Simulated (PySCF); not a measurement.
**Question.** Write Cartesian coordinates for `N#C[C@@]1(F)CC[C@@H](F)C1` as optimised with PBE0-D3(BJ)/def2-SVP.

**Answer.** 
```xyz
16
C6H7F2N angstrom
N     -2.308    2.716   -0.047
C     -1.537    1.929    0.303
C     -0.558    0.919    0.726
F     -0.397    1.038    2.095
C     -0.982   -0.517    0.421
C      0.346   -1.262    0.503
C      1.291   -0.345   -0.258
F      1.124   -0.566   -1.612
C      0.822    1.077    0.062
H     -1.387   -0.569   -0.601
H     -1.755   -0.853    1.125
H      0.325   -2.269    0.066
H      0.671   -1.341    1.551
H      2.354   -0.514   -0.025
H      0.773    1.658   -0.869
H      1.480    1.606    0.765
```

Orientation and origin are arbitrary. Atoms count from 1 in this order. Of the pairs four or more bonds apart, F4···H13 is among the closest relative to their van der Waals radii: 2.66 Å, 100 % of the sum of Bondi's values. The C–C distances run from 1.468 Å (C2–C3, drawn single) to 1.540 Å (C3–C9, drawn single), a spread of 0.072 Å. The 5-membered ring C3–C5–C6–C7–C9 has internal angles of 101.9° to 105.6° (sum 521°, against 540° for a flat polygon); it is puckered, 0.19 Å rms from its mean plane, widest ring torsion 44°.

Bonds between heavy atoms (Å): N1≡C2 1.156, C2–C3 1.468, C3–F4 1.384, C3–C5 1.529, C5–C6 1.524, C6–C7 1.521, C7–F8 1.383, C7–C9 1.531, C3–C9 1.540.

Theory: PBE0-D3(BJ)/def2-SVP geometry optimisation, gas phase (PySCF 2.14.0).

Point group: C1 (no symmetry element, even within 0.4 Å). Not checked by PBE0-D3(BJ)/def2-SVP frequencies. One conformer, not necessarily the lowest (C2–C3–C5–C6 161°, C3–C5–C6–C7 -44°, C5–C6–C7–F8 -81°, C6–C7–C9–C3 -13°).
